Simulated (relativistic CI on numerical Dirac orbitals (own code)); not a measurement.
**L2,3 absorption of copper in several valence states**

Computed multiplet spectra 2p⁶3dⁿ → 2p⁵3dⁿ⁺¹ (Dirac-Coulomb-Breit ions, Slater integrals scaled by 0.9, an assumed crystal field that grows with the charge, no charge transfer; 300 K; Lorentzian 0.4 eV and Gaussian 0.3 eV FWHM at both edges, so that L2 comes out sharper than in experiment). Peaks over 5 % are given in eV from the highest peak in the L3 region of each spectrum (height, largest 100). S of the lowest state is read from ⟨S²⟩, and the branching ratio is the share of L3, cut at the minimum between the edges.

Field parameters in Wybourne normalisation: Oh B⁴₀ = 21Dq, B⁴₄ = √(5/14) B⁴₀. The field is a parameter set, without covalency.

- Cu2+ (d9, Oh, 10Dq = 8450 cm⁻¹): S = 0.50, branching ratio 0.76; peaks 0.0 (100), 20.1 (32)
- Cu3+ (d8, Oh, 10Dq = 10950 cm⁻¹): S = 1.00, branching ratio 0.76; peaks 0.0 (100), 1.2 (18), 2.9 (23), 3.8 (8), 20.4 (24), 22.0 (32)
- Cu4+ (d7, Oh, 10Dq = 13400 cm⁻¹): S = 1.50, high spin, branching ratio 0.84; peaks -4.7 (56), -3.2 (75), -2.8 (77), -1.7 (89), 0.0 (100), 1.0 (31), 1.9 (14), 2.7 (12), 3.5 (8), 4.3 (5), 18.6 (21), 19.6 (29), 20.2 (28)

The centroid of the whole edge, which also moves with the branching ratio, lies at 936.6 (Cu2+), 940.4 (Cu3+), 941.6 (Cu4+) eV in this ionic model, in steps of 1.2 to 3.8 eV. Compounds show about 1 to 2 eV a unit and lower energies for the high valences, since ligands screen the charge. The multiplet shape follows the d count and the spin state, and so serves as a fingerprint of valence. Real compounds of Cu4+ are mostly low spin, since covalency shrinks the Slater integrals more than this scale does.
